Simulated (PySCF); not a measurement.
Method: PySCF with TPSSh-D3(BJ)/def2-TZVP // BP86-D3(BJ)/def2-SVP. Gas-phase values, no solvent. 

Reference species: [Hf(Cl)(Br)3] (neutral, multiplicity 1).

```
Item                                                           Result
------------------------------------------------------------  -------
mean distance from the central atom to its bonded neighbours  2.447 Å
HOMO–LUMO gap                                                 5.46 eV
coordination number                                                 4
```

Changed species: [Hf(Cl)4] (0 of 4 Cl replaced by Br; the reference has 3 of 4 Cl replaced by Br).

Give the shifts of the mean distance from the central atom to its bonded neighbours, HOMO–LUMO gap and coordination number.

the mean distance from the central atom to its bonded neighbours drops by 0.109 Å, to 2.338 Å; the HOMO–LUMO gap goes up by 0.85 eV, to 6.31 eV; the coordination number hardly moves.
